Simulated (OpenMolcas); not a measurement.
## How basis sets differ on C2H5AlN2 (SMILES C#[C][Al]([NH2])[NH2])

C2H5AlN2 has 10 atoms, charge 0, and is taken as a singlet. As SMILES, `C#[C][Al]([NH2])[NH2]`. Geometry: relaxed at PBE0-D4/def2-TZVP.

Each level gives the HOMO–LUMO gap (eV). The values are calculated.

```
                              level          kind     program  value (eV)
                          HF/STO-3G  Hartree–Fock  OpenMolcas       16.68
                           HF/3-21G  Hartree–Fock  OpenMolcas       13.40
HF/ANO-RCC-VDZ (DKH2, RICD fitting)  Hartree–Fock  OpenMolcas       12.82
                        HF/def2-SVP  Hartree–Fock  OpenMolcas       13.64
```

The values span 12.82 to 16.68 eV. A Hartree–Fock LUMO above zero doesn't converge with the basis: it sinks as sets grow more diffuse. Orbital gaps aren't excitation energies.
